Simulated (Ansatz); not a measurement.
Calculated with Ansatz (gas phase, PBE0-D4/def2-TZVP geometries, no zero-point term in ΔE). CCSD(T)/CBS is the MP2 limit (def2-TZVPP, def2-QZVPP) plus CCSD(T) − MP2 in def2-TZVPP, frozen cores. Functionals use def2-TZVPP. B3LYP here is the variant with VWN-RPA as its local correlation; programs differ in this. HSE06 is defined as in plane-wave codes. def2 core potentials past Kr. For Te outer-core shells are correlated without core-valence functions, which leaves a few kJ/mol of doubt a bond. Each species was taken in one conformer, which may not be the lowest.

`OC[TeH]` + `N[SiH2]F` → `OCN[SiH2]F` + H₂Te  (substitution at a C–Te bond)

`OC[TeH]`:

Cartesian coordinates in Å:
```
O 0.623 -0.742 1.121
C 0.264 -0.489 -0.196
Te 0.224 1.615 -0.758
H 0.012 -0.287 1.706
H -0.721 -0.878 -0.467
H 1.018 -0.944 -0.835
H -1.420 1.725 -0.571
```

`N[SiH2]F`:

Cartesian coordinates in Å:
```
N 0.122 -0.884 -0.549
Si 0.000 0.502 0.420
F -0.980 1.635 -0.154
H -0.596 -1.589 -0.563
H 0.680 -0.902 -1.386
H 1.337 1.130 0.503
H -0.563 0.107 1.729
```

`OCN[SiH2]F`:

```xyz
11

O    -1.128    0.400    1.752
C    -0.830   -0.574    0.782
N     0.490   -0.466    0.228
Si    0.868    0.300   -1.242
F     0.781    1.902   -1.165
H    -1.028    1.267    1.347
H    -0.953   -1.530    1.297
H    -1.546   -0.541   -0.050
H     1.222   -0.627    0.904
H    -0.138   -0.094   -2.253
H     2.262   -0.038   -1.599
```

H₂Te:

Cartesian coordinates in Å:
```
Te 0.390 -0.670 0.060
H -0.990 -0.190 -0.718
H 0.600 0.860 0.659
```

Problem. Is it downhill or uphill in electronic energy at CCSD(T)/CBS, and by how much? (Best estimate.)

Solution. Computed: Uphill: ΔE = +0.12 eV.

Problem. What do these levels give: BLYP-D4, B3LYP-D4, HSE06-D4, RPA@PBE/def2-TZVPP, MP2/def2-TZVPP, CCSD/CBS(def2)? (Best estimate.)

Solution. Ansatz gave: BLYP-D4 0.12, B3LYP-D4 0.07, HSE06-D4 0.06, RPA@PBE/def2-TZVPP 0.01, MP2/def2-TZVPP 0.10, CCSD/CBS(def2) 0.09 eV.

Largest T1 diagnostic among the species: 0.011.

At CCSD(T), def2-SVP lies −0.35 eV from the extrapolated value and def2-TZVPP −0.08 eV. From PBE to PBE0 (25 % exact exchange), in def2-TZVPP and without D4, ΔE moves by −0.06 eV. In def2-TZVPP, CCSD(T) changes the Hartree–Fock value by +0.10 eV (the triples alone add +0.03 eV) and MP2 by +0.17 eV.
